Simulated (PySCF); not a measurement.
# Ru: excitation energy

Ru [Kr] 4d7 5s1 (5F) → Ru [Kr] 4d6 5s2 (5D), as a difference of total energies. Calculation: PySCF 2.14, in def2-TZVPPD with the def2 core potential (28 electrons) (6s4p3d2f1g, 56 functions); a scalar-relativistic core potential. Correlated levels: valence: 4s2 4p6 frozen; valence and next inner shell: nothing frozen outside the core potential. The calculations carry no spin-orbit coupling.

```csv
method,excitation energy (eV),error (eV)
UHF,0.682,-0.185
LDA,0.947,+0.080
PBE,1.151,+0.284
PBE0,1.131,+0.264
r2SCAN,1.055,+0.188
B97-3,0.859,-0.008
wB97M-V,0.738,-0.129
HSE06,1.116,+0.249
TPSSh,1.271,+0.404
MP2 (valence),0.911,+0.044
SCS-MP2 (valence),0.947,+0.080
MP2 (valence and next inner shell),0.663,-0.204
SCS-MP2 (valence and next inner shell),0.612,-0.255
```

Reference: 0.867 eV (measured; NIST levels, between the centres of gravity of the two terms).

Errors of the correlated levels include the incompleteness of this basis and the frozen core.
